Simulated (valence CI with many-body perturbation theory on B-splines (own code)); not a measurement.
As XXVII in brief

Method: valence CI with perturbative core correlation (CI+MBPT): five valence electrons over a frozen Dirac-Fock core [He], radial functions for each j: 9 s, 9 p, 8 d, 6 f, 3 g, 1 h, with the one-electron correlation potential Σ1 (screened to all orders), the two-electron term Σ2, the three-electron term Σ3, Breit, model QED; selected single and double excitations, second order for the rest, scaled by the run's own slope (own B-spline code, finite nucleus).

No measured spectrum was set against this ion. As an estimate, large intervals hold to a few tenths of a per cent, small ones and those within an open d or f shell to about a per cent. Among the levels kept, up to 4600 cm⁻¹ of a level comes from second order outside the variational space, and about a tenth of that is noise between levels of different J, which matters for small intervals.

Levels are named by their leading jj configuration (3d3/2^4 stands for four electrons in 3d with j = 3/2), which in mixed levels can hold well under half, so a name can repeat and another be missing.

Rates and lifetimes use the calculated energies. Strong lines usually hold to 10 to 20 %, long lifetimes can be off by a factor of two.

Task: What is the ground level?

Result: (2s^2 2p1/2^2 2p3/2) J=3/2, composition 58 % 2s2 2p3 4S° + 29 % 2s2 2p3 2P° + 13 % 2s2 2p3 2D°, g = 1.643.

Task: Among levels below 124.63 Ry, which E1 lines absorb most strongly from the ground level?

Result: to (2s^2 2p1/2 2p3/2 3d3/2) J=3/2 at 0.7382 nm, f = 0.432; to (2s^2 2p1/2 2p3/2 3d3/2) J=5/2 at 0.7390 nm, f = 0.361; to (2s^2 2p1/2^2 3d5/2) J=5/2 at 0.7567 nm, f = 0.287.

Task: What are the static dipole polarisabilities of the lowest levels?

Result: (2s^2 2p1/2^2 2p3/2) J=3/2 0.00380 (tensor 0.00031); (2s^2 2p1/2 2p3/2^2) J=3/2 0.00395 (tensor 0.00053); (2s^2 2p1/2 2p3/2^2) J=5/2 0.00379 (tensor 0.00027); (2s^2 2p1/2 2p3/2^2) J=1/2 0.00340 bohr³, of which the core gives 7.46e-06.

Task: Name the longest-lived excited levels whose lifetime is computed, and their main decay.

Result: (2s^2 2p1/2 2p3/2^2) J=5/2 at 3.19 Ry lives 15.5 μs, mostly by M1 to (2s^2 2p1/2^2 2p3/2) J=3/2; (2s^2 2p1/2 2p3/2^2) J=3/2 at 2.40 Ry lives 2.80 μs, mostly by M1 to (2s^2 2p1/2^2 2p3/2) J=3/2; (2s^2 2p1/2 2p3/2^2) J=1/2 at 4.26 Ry lives 1.83 μs, mostly by M1 to (2s^2 2p1/2^2 2p3/2) J=3/2.

Task: Where does the other parity begin?

Result: At (2s 2p1/2^2 2p3/2^2) J=5/2, 10.49 Ry.

Task: How well does LS coupling describe the low levels?

Result: Among the lowest 20 levels the leading LS term, summed over configurations, holds 76 % on average. For single configurations the figures are 75 % in LS and 86 % in jj coupling. Terms mix most in the J = 1/2 level at 16.68 Ry, where the leading one holds 45 %.

Task: What is the ionisation energy?

Result: 2765.3 eV; NIST lists 2766 ± 21 eV (semi-empirical).
